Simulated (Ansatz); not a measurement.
Mulliken charges of CH$_{4}$Cl$_{2}$SSi, SMILES `S[SiH](Cl)CCl` from PBE/def2-TZVPP in Ansatz (PBE0-D4/def2-TZVP geometry).

```json
{"atom": "S1", "x (Å)": "0.994", "y (Å)": "1.939", "z (Å)": "-0.609", "charge (e)": "-0.229"}
{"atom": "Si2", "x (Å)": "0.793", "y (Å)": "-0.143", "z (Å)": "-0.257", "charge (e)": "0.400"}
{"atom": "Cl3", "x (Å)": "2.368", "y (Å)": "-0.679", "z (Å)": "0.941", "charge (e)": "-0.211"}
{"atom": "C4", "x (Å)": "-0.798", "y (Å)": "-0.539", "z (Å)": "0.649", "charge (e)": "-0.177"}
{"atom": "Cl5", "x (Å)": "-2.152", "y (Å)": "-0.105", "z (Å)": "-0.432", "charge (e)": "-0.138"}
{"atom": "H6", "x (Å)": "-0.185", "y (Å)": "1.993", "z (Å)": "-1.256", "charge (e)": "0.124"}
{"atom": "H7", "x (Å)": "0.851", "y (Å)": "-0.943", "z (Å)": "-1.499", "charge (e)": "-0.045"}
{"atom": "H8", "x (Å)": "-0.903", "y (Å)": "0.034", "z (Å)": "1.570", "charge (e)": "0.139"}
{"atom": "H9", "x (Å)": "-0.879", "y (Å)": "-1.603", "z (Å)": "0.875", "charge (e)": "0.137"}
```

Q: By hand: the dipole of these point charges (1 e Å = 4.8032 D).

A: Σ q r = (-0.279, -0.173, 0.033) e Å, of length 0.330 e Å = 1.59 D.

Q: How does the dipole of the full density compare? (Estimate.)

A: Ansatz gave: (-0.165, -0.120, 0.067) e Å, 1.03 D; the point charges give 1.54 times that, at 13° from its direction.

Point charges leave out the atoms' own dipoles, such as those of lone pairs, and Mulliken's split depends on the basis, so the two needn't agree.
